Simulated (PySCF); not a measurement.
**Sc(7+) (scandium, charge +7): r2SCANh calculation**

Configuration: [Ne] 3s2 3p2, high-spin 3P determinant. Calculation: PySCF 2.14, in an even-tempered Gaussian basis (19 s from 0.25 bohr⁻², ratio 2.5; 12 p from 0.33 bohr⁻², ratio 2.5; 5 d from 2.3 bohr⁻², ratio 2.7; 5 f from 3.5 bohr⁻², ratio 2.7); the spin-free X2C one-electron Hamiltonian (Gaussian nucleus).

| Quantity | Value |
| --- | --- |
| Total energy | -747.321 hartree |
| One-electron energy | -952.311 hartree |
| Hartree (Coulomb) energy | 240.372 hartree |
| Exchange-correlation energy | -35.382 hartree |
| ⟨S²⟩ | 2.0030 |
| ⟨L²⟩ | 2.010 |
| Sum of ⟨r⟩ | 6.578 bohr |
| Sum of ⟨r²⟩ | 5.377 bohr² |
| Traceless quadrupole moment −½Σ⟨3z² − r²⟩ along its main axis | 0.441 e·bohr² |

```csv
shell,electrons,mean orbital energy (eV),spread (eV),"rms radius, mean of both spins (bohr)"
1s α,1,-4568.6,0,0.0845
1s β,1,-4567.3,0,0.0845
2s α,1,-621.23,0,0.370
2s β,1,-620.50,0,0.370
2p α,3,-533.00,0.219,0.339
2p β,3,-531.49,1.634,0.339
3s α,1,-173.54,0,1.03
3s β,1,-167.15,0,1.03
3p α,2,-149.46,0,1.06
```

Densities and radii are taken from the X2C orbitals without a picture-change correction, which distorts them close to the nucleus.
